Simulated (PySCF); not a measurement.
SMILES N#CCCc1ccco1 (C7H7NO) (GFN2-xTB optimised geometry):

```
16

N      0.256    -2.932    -2.772
C     -0.658    -2.536    -2.212
C     -1.804    -2.044    -1.490
C     -1.424    -1.687    -0.039
C     -0.432    -0.575     0.000
C      0.931    -0.575     0.000
C      1.326     0.786     0.000
C      0.176     1.509    -0.003
O     -0.895     0.696    -0.005
H     -2.187    -1.158    -2.005
H     -2.577    -2.817    -1.499
H     -1.001    -2.564     0.453
H     -2.327    -1.381     0.492
H      1.571    -1.433    -0.005
H      2.327     1.165     0.001
H     -0.011     2.564    -0.003
```

Computed with PBE/def2-TZVP in PySCF 2.14.0.

Problem. What are the frontier orbital energies and the dipole moment?

Solution. HOMO-2 -8.02 eV, HOMO-1 -6.97 eV, HOMO -5.57 eV, LUMO -0.91 eV, LUMO+1 -0.38 eV; dipole moment 3.39 D.

Meta-Löwdin charges at PBE/def2-TZVP: N1 -0.23, C2 0.10, C3 -0.23, C4 -0.21, C5 0.14, C6 -0.19, C7 -0.19, C8 0.01, O9 -0.21, H10 0.15, H11 0.15, H12 0.14, H13 0.13, H14 0.14, H15 0.14, H16 0.14.
